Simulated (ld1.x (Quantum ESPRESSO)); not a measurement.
## Cutoff test, K (Z = 19), TM

```
Element                 : K (Z = 19)
Generator               : ld1.x (Quantum ESPRESSO) 7.5
Type                    : norm-conserving Troullier–Martins (Kleinman–Bylander form)
Functional              : PBE
Relativity              : scalar-relativistic
Frozen core             : [Ne] 3s2
Valence charge          : 7
Reference configuration : 3p6 4s1 4p0
Partial waves           : 3p (bound): rc 2.66 bohr; 3d channel at 0.05 Ry: rc 4.74 bohr; 4s (bound): rc 4.42 bohr
Local potential         : the s channel
Core correction         : Bessel-smoothed model core, default radius (core density twice the valence density)
```

The pseudo-atom Hamiltonian at the reference potential is diagonalised in spherical Bessel functions j_l(qr) that vanish at 20 bohr, with q² up to the cutoff. All-electron valence levels (Ry): 3p -1.3828, 4p -0.0591, 4s -0.1704.

Task: How do the lowest levels (Ry) of each channel move with the cutoff, and are there ghosts?

Result:

```csv
cutoff (Ry),p #1,p #2,d #1,s #1,s #2,f #1,f #2,Σ f·Δε (mRy)
8,-1.0146,-0.0453,0.0129,-0.1704,0.0070,0.0843,0.2029,2208.9
12,-1.3005,-0.0481,0.0126,-0.1704,0.0070,0.0843,0.2029,493.7
18,-1.3783,-0.0489,0.0126,-0.1704,0.0070,0.0843,0.2029,26.5
25,-1.3825,-0.0489,0.0126,-0.1704,0.0070,0.0843,0.2029,1.6
35,-1.3826,-0.0489,0.0126,-0.1704,0.0070,0.0843,0.2029,0.7
45,-1.3827,-0.0489,0.0126,-0.1704,0.0070,0.0843,0.2029,0.1
400,-1.3828,-0.0489,0.0126,-0.1704,0.0070,0.0843,0.2029,0.0
```

Result: no extra level below or beside the all-electron valence levels (p, d, s, f tested); 10 mRy is reached at 21 Ry and 1 mRy at 35 Ry.
